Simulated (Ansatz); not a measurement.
Basis-set extrapolation for C₂H₄ClFSi (`F[C@H]1[SiH2][C@@H]1Cl`) (PBE0-D4/def2-TZVP geometry, frozen core, the Gaussian-basis code of Ansatz). Multiplicity 1, RHF reference.

|  | def2-TZVPP | def2-QZVPP |
| --- | --- | --- |
| HF | -925.958737 | -925.988376 |
| MP2 correlation | -0.887340 | -0.961487 |
| CCSD(T) correlation | -0.968986 | not run |

Energies in hartree. Use E(X) = E(∞) + A·exp(−7.88·√X) for Hartree–Fock and E(X) = E(∞) + B·X^(−2.97) for correlation, with X = 3 and 4, and add CCSD(T) minus MP2 of the smaller set to the MP2 limit.

Task: What is the CCSD(T) energy at the basis-set limit?

Result: HF limit: -925.988376 + (-0.029639) × 0.13774 = -925.99246. MP2 limit: -0.961487 + (-0.074147) × 0.74074 = -1.01641. Higher-order term: -0.968986 − (-0.887340) = -0.08165. Total: -927.09052 hartree, 427.4 kJ/mol below CCSD(T)/def2-TZVPP.
